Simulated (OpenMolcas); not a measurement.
Gd2+: moving or changing the point charges

Gd2+ among 7 point charges of -1 e arranged as a pentagonal bipyramid (D5h), 2.41 Å from the ion, with the axial distance 2.434 Å.

```json
{
 "Program": "OpenMolcas 26.06",
 "Method": "CASSCF",
 "Basis": "ANO-RCC-VDZP [7s6p4d2f1g]",
 "Scalar Hamiltonian": "DKH2, point nucleus",
 "Active space": "8 electrons in 7 orbitals (4f)",
 "State averaging": "2S+1 = 7 even, 7 roots; 2S+1 = 5 even, 77 roots kept (CI in the orbitals of an earlier block); 2S+1 = 3 even, 26 roots kept (CI in the orbitals of an earlier block)",
 "Spin-orbit coupling": "RASSI with atomic mean-field integrals over the reference wave functions"
}
```

Runs around this geometry, states. Energies in cm-1 above the lowest state or level, χT in cm3 K/mol.

| R (Å) | q (e) | Ground state | First state of that spin | First gap with spin-orbit (degeneracies) | Width of lowest J | χT at 300 K |
| --- | --- | --- | --- | --- | --- | --- |
| 2.41 | -0.5 | 2S+1 = 7 | 45.1 | 7.7 (4, 2) | 307 | 11.787 |
| 2.41 | -1 | 2S+1 = 7 | 81.4 | 2.1 (2, 2) | 615 | 11.732 |
| 2.59 | -1 | 2S+1 = 7 | 37.9 | 6.0 (2, 2) | 486 | 11.761 |
| 2.77 | -1 | 2S+1 = 7 | 11.4 | 0.5 (2, 2) | 391 | 11.779 |

Taking the width of the lowest J multiplet as R^-n, n = -ln(391 / 615) / ln(2.77 / 2.41) = 3.3 between the shortest and longest distance.

Scaling the charges by -0.5 / -1 = 0.50 scales the width of the lowest J multiplet by 307 / 615 = 0.50; with fixed orbitals a first-order splitting would follow the charge.

High states are left out of the spin-orbit mixing, which shifts the levels that they would mix with. The free ion's ground configuration, as NIST lists it, lies outside this active space, so the lowest level here need not be the ground level. This is an electrostatic model: the charges have no orbitals. An unlabelled pair can be two single states that coincide in this model. No measured value stands beside these numbers.

A state without a sure symmetry label is named by its multiplicity alone.
